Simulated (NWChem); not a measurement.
# C$_{3}$H$_{5}$BO; SMILES C1C=CB1O

```xyz
10

O      0.1128    -1.8960     0.0000
B      0.0584    -0.5498     0.0000
C      1.1281     0.5739     0.0000
C      0.1097     1.4657     0.0000
C     -1.1139     0.5608     0.0000
H     -0.7606    -2.3015     0.0000
H      2.2049     0.7553     0.0000
H      0.1322     2.5657     0.0000
H     -1.7570     0.6477    -0.8932
H     -1.7570     0.6477     0.8932
```
Atoms are numbered in this order, from 1.

All runs: NWChem. The geometry was optimised at PBE0/def2-SVP.

For level BLYP/def2-SVP:

```
Property                     Result
---------------------------  ------
highest occupied level (eV)   -6.18
```

### Question
Estimate the same quantities for level PBE/def2-SVP.

### Answer
| Item | Result |
|---|---|
| highest occupied level (eV) | -6.39 |
